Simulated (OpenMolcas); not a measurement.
# Zr3+: moving or changing the point charges

Zr3+ among 6 point charges of -1.7 e arranged as a tetragonal octahedron (D4h), 2.1 Å from the ion, with the axial distance 2.310 Å. The active orbitals were held to one l.

- Program: OpenMolcas
- Method: CASSCF
- Basis: ANO-RCC-VDZP [6s5p3d1f]
- Scalar Hamiltonian: DKH2, point nucleus
- Active space: 1 electron in 5 orbitals (4d)
- State averaging: 2S+1 = 2 even, 5 roots
- Spin-orbit coupling: state interaction with AMFI integrals over the reference wave functions

Runs around this geometry, states (labels of D4, the rotations of D4h). Energies in cm-1 above the lowest state or level, χT in cm3 K/mol.

| R (Å) | Axial / equatorial distance | Ground state | First state of that spin | First gap with spin-orbit (degeneracies) | χT at 300 K |
| --- | --- | --- | --- | --- | --- |
| 2.1 | 1.01 | 2E | 2B2 346.7 | 182.3 (2, 2) | 0.251 |
| 2 | 1.1 | 2E | 2B2 3362 | 363.6 (2, 2) | 0.262 |
| 2.1 | 1.1 | 2E | 2B2 3105 | 398.2 (2, 2) | 0.242 |

Taking the first state of the same spin as R^-n, n = -ln(3105 / 3362) / ln(2.1 / 2) = 1.6 between the shortest and longest distance.

An orbital doublet at a regular site is open to a Jahn-Teller distortion, which this geometry leaves out. Point charges carry no covalency, so the field is a model and not that of real ligands. No measured value stands beside these numbers.
